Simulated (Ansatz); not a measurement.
`B[SiH2]C#N` + `[SiH3][GeH3]` → `N#C[SiH3]` + `B[SiH2][GeH3]`  (redistribution)

Program: Ansatz. Geometries: PBE0-D4/def2-TZVP. ΔE: electronic, gas phase. CCSD(T)/CBS adds triple-zeta CCSD(T) − MP2 to the extrapolated MP2 energy (def2 sets, frozen cores). This one scheme is used for every species. DFT in def2-TZVPP. For Ge outer-core shells are correlated without core-valence functions, which leaves a few kJ/mol of doubt a bond. Scalar relativity is left out up to krypton.

```
   level  ΔE (kJ/mol)
PBE-QIDH         -5.6
    BLYP         -6.1
```

Problem. What does CCSD(T)/CBS give? (Estimate.)

Solution. Computed: -5.6 kJ/mol. The listed levels differ from it by 0.0, -0.5 kJ/mol.

Largest T1 diagnostic among the species: 0.013.

From BLYP to BHLYP (50 % exact exchange), in def2-TZVPP and without D4, ΔE moves by +3.8 kJ/mol. Leaving LDA and LC-ωPBE aside and taking each functional with its dispersion term where it has one, the values, not all of them listed here, spread over 6.0 kJ/mol, from PBE-D4 to ωB97X-V. In def2-TZVPP, CCSD(T) changes the Hartree–Fock value by −7.6 kJ/mol (the triples alone add −1.6 kJ/mol) and MP2 by −9.0 kJ/mol.
